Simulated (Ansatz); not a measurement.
Consider the hydrogen abstraction from the Si–H bond: `O[SiH]([SiH3])Cl` + `[OH]`• → `O[Si]([SiH3])Cl`• + H₂O.

Calculated with Ansatz (gas phase, PBE0-D4/def2-TZVP geometries, no zero-point term in ΔE). CCSD(T)/CBS adds triple-zeta CCSD(T) − MP2 to the extrapolated MP2 energy (def2 sets, frozen cores). This one scheme is used for every species. Functionals use def2-TZVPP. B3LYP here is the variant with VWN-RPA as its local correlation; programs differ in this. HSE06 is defined as in plane-wave codes. Open shells (•) are unrestricted, without spin–orbit coupling. One conformer a species, not always the lowest.

```json
{"level": "LDA (SPW92)", "ΔE (kcal/mol)": "-46.0", "difference from CCSD(T)/CBS": "-14.3"}
{"level": "PBE-D4", "ΔE (kcal/mol)": "-37.2", "difference from CCSD(T)/CBS": "-5.5"}
{"level": "revPBE-D4", "ΔE (kcal/mol)": "-34.8", "difference from CCSD(T)/CBS": "-3.1"}
{"level": "BLYP-D4", "ΔE (kcal/mol)": "-34.2", "difference from CCSD(T)/CBS": "-2.5"}
{"level": "r2SCAN-D4", "ΔE (kcal/mol)": "-32.1", "difference from CCSD(T)/CBS": "-0.4"}
{"level": "B97M-V", "ΔE (kcal/mol)": "-29.4", "difference from CCSD(T)/CBS": "2.3"}
{"level": "PBE0-D4", "ΔE (kcal/mol)": "-32.2", "difference from CCSD(T)/CBS": "-0.5"}
{"level": "B3LYP-D4", "ΔE (kcal/mol)": "-31.0", "difference from CCSD(T)/CBS": "0.7"}
{"level": "r2SCANh-D4", "ΔE (kcal/mol)": "-30.9", "difference from CCSD(T)/CBS": "0.8"}
{"level": "r2SCAN0-D4", "ΔE (kcal/mol)": "-29.1", "difference from CCSD(T)/CBS": "2.6"}
{"level": "HSE06-D4", "ΔE (kcal/mol)": "-32.4", "difference from CCSD(T)/CBS": "-0.7"}
{"level": "BHLYP-D4", "ΔE (kcal/mol)": "-24.6", "difference from CCSD(T)/CBS": "7.1"}
{"level": "CAM-B3LYP-D4", "ΔE (kcal/mol)": "-30.4", "difference from CCSD(T)/CBS": "1.3"}
{"level": "B2PLYP", "ΔE (kcal/mol)": "-31.0", "difference from CCSD(T)/CBS": "0.7"}
{"level": "PBE", "ΔE (kcal/mol)": "-37.4", "difference from CCSD(T)/CBS": "-5.7"}
{"level": "revPBE", "ΔE (kcal/mol)": "-35.2", "difference from CCSD(T)/CBS": "-3.5"}
{"level": "BLYP", "ΔE (kcal/mol)": "-34.4", "difference from CCSD(T)/CBS": "-2.7"}
{"level": "r2SCAN", "ΔE (kcal/mol)": "-32.2", "difference from CCSD(T)/CBS": "-0.5"}
{"level": "PBE0", "ΔE (kcal/mol)": "-32.4", "difference from CCSD(T)/CBS": "-0.7"}
{"level": "B3LYP", "ΔE (kcal/mol)": "-31.2", "difference from CCSD(T)/CBS": "0.5"}
{"level": "r2SCANh", "ΔE (kcal/mol)": "-30.9", "difference from CCSD(T)/CBS": "0.8"}
{"level": "r2SCAN0", "ΔE (kcal/mol)": "-29.1", "difference from CCSD(T)/CBS": "2.6"}
{"level": "BHLYP", "ΔE (kcal/mol)": "-24.7", "difference from CCSD(T)/CBS": "7.0"}
{"level": "LC-ωPBE", "ΔE (kcal/mol)": "-31.3", "difference from CCSD(T)/CBS": "0.4"}
{"level": "RPA@PBE/def2-TZVPP", "ΔE (kcal/mol)": "-25.6", "difference from CCSD(T)/CBS": "6.1"}
{"level": "HF/def2-SVP", "ΔE (kcal/mol)": "-9.8", "difference from CCSD(T)/CBS": "21.9"}
{"level": "MP2/def2-SVP", "ΔE (kcal/mol)": "-29.9", "difference from CCSD(T)/CBS": "1.8"}
{"level": "CCSD/def2-SVP", "ΔE (kcal/mol)": "-24.3", "difference from CCSD(T)/CBS": "7.4"}
{"level": "CCSD(T)/def2-SVP", "ΔE (kcal/mol)": "-25.2", "difference from CCSD(T)/CBS": "6.5"}
{"level": "HF/def2-TZVPP", "ΔE (kcal/mol)": "-11.8", "difference from CCSD(T)/CBS": "19.9"}
{"level": "MP2/def2-TZVPP", "ΔE (kcal/mol)": "-34.8", "difference from CCSD(T)/CBS": "-3.1"}
{"level": "SCS-MP2/def2-TZVPP", "ΔE (kcal/mol)": "-30.4", "difference from CCSD(T)/CBS": "1.3"}
{"level": "CCSD/def2-TZVPP", "ΔE (kcal/mol)": "-27.5", "difference from CCSD(T)/CBS": "4.2"}
{"level": "CCSD(T)/def2-TZVPP", "ΔE (kcal/mol)": "-29.3", "difference from CCSD(T)/CBS": "2.4"}
{"level": "HF/def2-QZVPP", "ΔE (kcal/mol)": "-12.2", "difference from CCSD(T)/CBS": "19.5"}
{"level": "MP2/def2-QZVPP", "ΔE (kcal/mol)": "-36.3", "difference from CCSD(T)/CBS": "-4.6"}
{"level": "SCS-MP2/def2-QZVPP", "ΔE (kcal/mol)": "-31.8", "difference from CCSD(T)/CBS": "-0.1"}
{"level": "HF/CBS(def2)", "ΔE (kcal/mol)": "-12.2", "difference from CCSD(T)/CBS": "19.5"}
{"level": "MP2/CBS(def2)", "ΔE (kcal/mol)": "-37.1", "difference from CCSD(T)/CBS": "-5.4"}
{"level": "CCSD/CBS(def2)", "ΔE (kcal/mol)": "-29.9", "difference from CCSD(T)/CBS": "1.8"}
{"level": "CCSD(T)/CBS", "ΔE (kcal/mol)": "-31.7", "difference from CCSD(T)/CBS": "0"}
```

Largest T1 diagnostic among the species: 0.015.

From PBE to PBE0 (25 % exact exchange), in def2-TZVPP and without D4, ΔE moves by +5.0 kcal/mol. In def2-TZVPP, CCSD(T) changes the Hartree–Fock value by −17.6 kcal/mol (the triples alone add −1.8 kcal/mol) and MP2 by −23.0 kcal/mol. At CCSD(T), def2-SVP lies +6.5 kcal/mol from the extrapolated value and def2-TZVPP +2.4 kcal/mol.
